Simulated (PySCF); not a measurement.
C3H7O, charge +1. Atoms are numbered in the order given.

```xyz
11

C      1.2891    -0.5065     0.4317
C      0.0116     0.0513    -0.0342
C     -1.2895    -0.5423     0.3226
O      0.0902     1.0898    -0.7707
H      1.1935    -0.9258     1.4444
H      1.5257    -1.3594    -0.2378
H      2.1040     0.2257     0.3600
H     -2.1213    -0.1795    -0.2984
H     -1.4888    -0.2781     1.3806
H     -1.2308    -1.6421     0.2936
H     -0.7708     1.4250    -1.0972
```
Charge +1, spin multiplicity 1.

Geometry optimised at B3LYP-D3(BJ)/def2-SVP. The isomer is the one that the SMILES or the coordinates give; other isomers of the formula were not compared.

These are TDDFT-PBE/def2-SVPD run with PySCF values and carry that method's errors.

Vertical excitations. 

Computed UV-visible absorptions:
```tsv
state	energy (eV)	λ (nm)	f	main pairs
S1	6.07	204	0.001	HOMO→LUMO 88 %
S2	6.33	196	0.001	HOMO−1→LUMO 87 %
S3	6.97	178	0.005	HOMO−4→LUMO 96 %
S4	7.08	175	0.175	HOMO−2→LUMO 78 %, HOMO−3→LUMO 17 %
S5	7.70	161	0.160	HOMO−3→LUMO 76 %, HOMO−2→LUMO 17 %
S6	9.13	136	0.003	HOMO−5→LUMO 93 %
S7	9.52	130	0.016	HOMO→LUMO+1 98 %
S8	9.73	127	0.008	HOMO−1→LUMO+1 97 %
S9	9.88	126	0.000	HOMO−2→LUMO+1 99 %
S10	10.11	123	0.006	HOMO−7→LUMO 65 %, HOMO−3→LUMO+1 31 %
T1	5.54	224	0	HOMO→LUMO 97 %
T2	5.98	207	0	HOMO−2→LUMO 62 %, HOMO−1→LUMO 20 %, HOMO−3→LUMO 16 %
T3	6.05	205	0	HOMO−1→LUMO 77 %, HOMO−2→LUMO 17 %
T4	6.25	198	0	HOMO−3→LUMO 78 %, HOMO−2→LUMO 21 %
```
Triplets are in the Tamm–Dancoff approximation, which puts them higher than full response would, so one can lie above its singlet here.
